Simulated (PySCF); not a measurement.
## Two-dimensional NMR puzzle

Compound of formula C₇H₁₁FSi. Correlations simulated from computed shifts and the bond graph:

HSQC (one-bond C–H):
| δH | δC |
| --- | --- |
| 7.33 | 155.8 |
| 6.14 | 133.5 |
| 2.57 | 28.9 |
| 1.80 | 7.0 |
| 1.23 | 16.8 |

COSY cross peaks (H two or three bonds apart, from the bond graph; peaks can be absent where the dihedral angle is near 90°):
| δH | δH |
| --- | --- |
| 7.33 | 6.14 |
| 6.14 | 4.78 |
| 4.78 | 1.80 |
| 2.57 | 1.23 |

HMBC (two and three bonds, from the bond graph):
| δH | δC |
| --- | --- |
| 7.33 | 175.5, 133.5, 129.9, 7.0 |
| 6.14 | 155.8, 129.9, 7.0 |
| 4.78 | 155.8, 133.5, 129.9, 7.0 |
| 2.57 | 175.5, 129.9, 16.8 |
| 1.80 | 175.5, 155.8, 133.5, 129.9 |
| 1.23 | 175.5, 28.9 |

Carbons without hydrogens: δ 175.5, 129.9.

- NMR shieldings at PBE0/pcSseg-1/GIAO
- GFN2-xTB geometry
- run in PySCF
- isolated molecule, single conformer, one averaged value for each set of equivalent atoms, non-relativistic

References, each an isolated molecule treated in the same way: TMS for 1H and 13C.

Exchangeable hydrogens are left out of these lists.

Problem. Assemble the structure.

Solution. SMILES CC/C(F)=C1\C=C[SiH2]C1.

Mapped SMILES: `[CH3:1][CH2:2]/[C:3]([F:4])=[C:5]1\[CH:6]=[CH:7][SiH2:8][CH2:9]1`; H(Xn) means a hydrogen on atom n.

- δC 175.5 is C3, a fully substituted alkene carbon.
- δC 155.8 is C6, an alkene CH (δH 7.33).
- δC 133.5 is C7, an alkene CH (δH 6.14).
- δC 129.9 is C5, a fully substituted alkene carbon.
- δC 28.9 is C2, an allylic sp3 CH2 (δH 2.57).
- δC 16.8 is C1, a methyl carbon (δH 1.23).
- δC 7.0 is C9, an allylic sp3 CH2 bonded to Si (δH 1.80).
- HMBC from δH 7.33 reaches the proton-free carbons C3, C5.
- HMBC from δH 6.14 reaches the proton-free carbon C5.
- HMBC from δH 4.78 reaches the proton-free carbon C5.
- HMBC from δH 2.57 reaches the proton-free carbons C3, C5.
- COSY links 7.33–6.14, 6.14–4.78, 4.78–1.80, 2.57–1.23.

The data come from this structure; uniqueness wasn't tested.

Shifts are as computed. Against solution values, carbons near 30 ppm lie about +3 ppm off and those near 130 ppm about +5 ppm. Of 1309 compounds with measured shifts, 239 miss one by over three times the rms of a fit or turn the order of signals round; such compounds aren't used in these exercises.
